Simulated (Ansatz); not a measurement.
Ideal-gas functions of CH4INOSi, SMILES `N[Si]1(I)CO1` at 400 K and 1 bar, from an Ansatz frequency run at PBE0-D4/def2-TZVP.

Molar mass 201.04 g/mol, point group C1 (symmetry number 1), electronic degeneracy 1, moments of inertia 110.166, 426.13, 500.665 u Å². Harmonic wavenumbers (cm⁻¹, unscaled): 132, 160, 201, 210, 253, 320, 360, 671, 734, 765, 819, 905, 1072, 1094, 1146, 1463, 1561, 3100, 3180, 3626, 3736.

Use S(trans) = R[1.5 ln M + 2.5 ln T − 1.1517]; rotational temperatures θ = 24.2544 K / I; S(rot) = R[ln(√π/σ · √(T³/θAθBθC)) + 1.5]; for each mode x = 1.438777 ν̃/T, S = R[x/(eˣ − 1) − ln(1 − e⁻ˣ)] and H = RT x/(eˣ − 1); 1 cm⁻¹ = 0.0119627 kJ/mol; R = 8.31446 J/(mol·K).

Question: By hand: the entropy, in J/(mol·K).

Answer: Translation 181.1. Rotation: θ = 0.2202, 0.0569, 0.0484 K, giving 122.8. Vibration, mode by mode: 14.59, 13.02, 11.19, 10.84, 9.38, 7.59, 6.72, 2.75, 2.30, 2.11, 1.81, 1.41, 0.87, 0.82, 0.70, 0.27, 0.20, 0.00, 0.00, 0.00, 0.00, in all 86.6. Electronic 0.0. Sum 390.5 J/(mol·K).

Question: By hand: H − E and G − E in kJ/mol, counted from the electronic energy.

Answer: Zero-point energy ½ × 25508 × 0.0119627 = 152.6; thermal vibration 19.0; translation, rotation and pV give 4 RT = 13.3. H − E = 184.9 kJ/mol, and G − E = 184.9 − 400 × 390.5/1000 = 28.7 kJ/mol.

Vibration gives 22 % of the entropy, 14.6 J/(mol·K) of it from the mode under 150 cm⁻¹: soft modes count most, and the harmonic formula is weakest for them. The sum counts one conformer and one mirror image; others add a mixing term.
